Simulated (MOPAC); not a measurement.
MOPAC input (MNDO):

```
MNDO 1SCF GEO-OK AUX(PRECISION=9) THREADS=1
C3H6O

C    -1.50946924 1    0.13525764 1   -0.02954702 1
C    -0.14239834 1   -0.47916042 1   -0.10548602 1
C     1.02416038 1    0.26214254 1   -0.58559615 1
O     0.83826806 1    0.01922124 1    0.81226500 1
H    -2.05693779 1   -0.25112328 1    0.83255523 1
H    -2.08462067 1   -0.10001904 1   -0.92820269 1
H    -1.43877541 1    1.21922918 1    0.06660483 1
H    -0.11998649 1   -1.56214571 1   -0.21072859 1
H     0.90406969 1    1.29704488 1   -0.89351414 1
H     1.85634933 1   -0.26619438 1   -1.04105945 1
```

From the output:

```
                                                       MOPAC v23.2.5 Linux

          FINAL HEAT OF FORMATION =        -18.93683 KCAL/MOL =     -79.23168 KJ/MOL

          COSMO AREA              =         98.56 SQUARE ANGSTROMS
          COSMO VOLUME            =         82.21 CUBIC ANGSTROMS

          IONIZATION POTENTIAL    =         11.494104 EV
          HOMO LUMO ENERGIES (EV) =        -11.494  2.609
          NO. OF FILLED LEVELS    =         12
          MOLECULAR WEIGHT        =         58.0798         POINT GROUP:  C1

          MOLECULAR DIMENSIONS (Angstroms)

            Atom       Atom       Distance
            H    10    H     5     4.33872
            H     9    H     8     2.86866
            H     6    O     4     2.83445

          SCF CALCULATIONS        =          1

   ATOM   CHEMICAL          X               Y               Z
  NUMBER   SYMBOL      (ANGSTROMS)     (ANGSTROMS)     (ANGSTROMS)

     1       C         -1.50946924  *   0.13525764  *  -0.02954702  *
     2       C         -0.14239834  *  -0.47916042  *  -0.10548602  *
     3       C          1.02416038  *   0.26214254  *  -0.58559615  *
     4       O          0.83826806  *   0.01922124  *   0.81226500  *
     5       H         -2.05693779  *  -0.25112328  *   0.83255523  *
     6       H         -2.08462067  *  -0.10001904  *  -0.92820269  *
     7       H         -1.43877541  *   1.21922918  *   0.06660483  *
     8       H         -0.11998649  *  -1.56214571  *  -0.21072859  *
     9       H          0.90406969  *   1.29704488  *  -0.89351414  *
    10       H          1.85634933  *  -0.26619438  *  -1.04105945  *

                             CARTESIAN COORDINATES

   1    C       -1.509469240     0.135257640    -0.029547020
   2    C       -0.142398340    -0.479160420    -0.105486020
   3    C        1.024160380     0.262142540    -0.585596150
   4    O        0.838268060     0.019221240     0.812265000
   5    H       -2.056937790    -0.251123280     0.832555230
   6    H       -2.084620670    -0.100019040    -0.928202690
   7    H       -1.438775410     1.219229180     0.066604830
   8    H       -0.119986490    -1.562145710    -0.210728590
   9    H        0.904069690     1.297044880    -0.893514140
  10    H        1.856349330    -0.266194380    -1.041059450

           Empirical Formula: C3 H6 O  =    10 atoms

      MOLECULAR POINT GROUP   :   C1

                  EIGENVALUES
 -45.73112 -33.10192 -27.23377 -22.77185 -17.51590 -16.42824 -15.34560 -14.45042
 -13.86202 -13.41269 -11.89825 -11.49410   2.60941   3.43517   3.74024   3.97180
   4.22658   4.41225   4.43366   4.77031   4.91029   5.70134

              NET ATOMIC CHARGES AND DIPOLE CONTRIBUTIONS

  ATOM NO.   TYPE          CHARGE      No. of ELECS.   s-Pop       p-Pop
    1          C           0.044372        3.9556     1.20426     2.75137
    2          C           0.009271        3.9907     1.21526     2.77547
    3          C           0.072225        3.9278     1.22038     2.70740
    4          O          -0.284152        6.2842     1.89726     4.38689
    5          H           0.010042        0.9900     0.98996
    6          H           0.002782        0.9972     0.99722
    7          H           0.006111        0.9939     0.99389
    8          H           0.052672        0.9473     0.94733
    9          H           0.042149        0.9579     0.95785
   10          H           0.044528        0.9555     0.95547
 DIPOLE           X         Y         Z       TOTAL
 POINT-CHG.    -0.736    -0.095    -1.750     1.901
 HYBRID         0.018    -0.068    -0.132     0.149
 SUM           -0.718    -0.163    -1.881     2.021

          ATOMIC ORBITAL ELECTRON POPULATIONS

     Atom    s        px        py        pz
    1  C   1.20426   0.89723   0.92430   0.92983
    2  C   1.21526   0.88353   0.93684   0.95510
    3  C   1.22038   0.94047   0.93448   0.83246
    4  O   1.89726   1.43077   1.77146   1.18466
    5  H   0.98996
    6  H   0.99722
    7  H   0.99389
    8  H   0.94733
    9  H   0.95785
   10  H   0.95547

 **********************
 *                    *
 * JOB ENDED NORMALLY *
 *                    *
 **********************

 == MOPAC DONE ==
```

The geometry given is a B3LYP-D3(BJ)/def2-TZVP minimum.
